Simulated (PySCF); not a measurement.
A fit for the ²⁹Si shielding

GIAO PBE0/pcSseg-1 on GFN2-xTB geometries (PySCF 2.14, gas phase, non-relativistic):

```csv
SMILES,IAO charge (e) of Si,σ(Si) (ppm)
CC1=C[SiH2][C@H]1/C=C\Cl,0.747,393.3
O=CC1=C[SiH2][C@H]1CCCl,0.726,394.3
C[C@@H]1C[SiH2][C@H]1CCCl,0.726,391.6
CC1=C[SiH2][C@@H]1C[C@H](F)Cl,0.737,393.0
CC1=C[SiH2][C@@H]1CCCl,0.730,392.7
CC1=C[SiH2]O[C@H]1CCCl,1.000,351.5
```

Q: Fit σ(Si) as a line in the IAO charge of Si. How well does it hold?

A: σ = 506.3 − 154.5 x, with x in e; correlation -1.00, rms deviation 1.5 ppm, largest 2.5 ppm at `CC1=C[SiH2][C@H]1/C=C\Cl`. A charge says how many electrons sit at the atom, not how easily they circulate, so such a line holds only within like compounds.

Q: A further member, `COC1=C[SiH2][C@H]1CCCl`, has x = 0.755. What does the line predict, and what does the calculation give?

A: The line gives 389.7 ppm; the calculation 413.5 ppm, a difference of 23.8 ppm, outside the usual scatter of the fit.
